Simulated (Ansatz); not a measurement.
System: CH4Si (charge +1, doublet). SMILES of the parent species: C=[SiH2]
Geometry from a B3LYP-D3(BJ)/def2-TZVP (Ansatz, a quantum-chemistry and plane-wave program) optimisation:
```xyz
6

C     -1.2075    -0.0548    -0.0300
Si     0.5853     0.0265     0.0145
H     -1.8223     0.8390    -0.0771
H     -1.7405    -1.0005    -0.0114
H      1.3633    -1.2137     0.0779
H      1.2501     1.3322    -0.0130
```
Charge +1, spin multiplicity 2.

Problem. Give the harmonic wavenumbers at B3LYP-D3(BJ)/def2-TZVP (Ansatz, finite differences of forces, unscaled).

Solution. 349, 511, 642, 808, 843, 859, 951, 1405, 2307, 2359, 3127, 3228 cm⁻¹. Zero-point energy 24.9 kcal/mol.

Problem. From these and the geometry, give the ideal-gas thermochemistry at 298.15 K and 1 atm (rigid rotor, harmonic oscillator).

Solution. Point group C2v, rotational symmetry number 2. Rotational constants 101.3, 13.64, 12.02 GHz. S(trans) 37.28, S(rot) 19.12, S(vib) 2.86, S(elec, spin only) 1.38, S 60.6 cal/(mol K). H(298) - H(0) 2.98 kcal/mol; G - E(el) 9.8 kcal/mol.
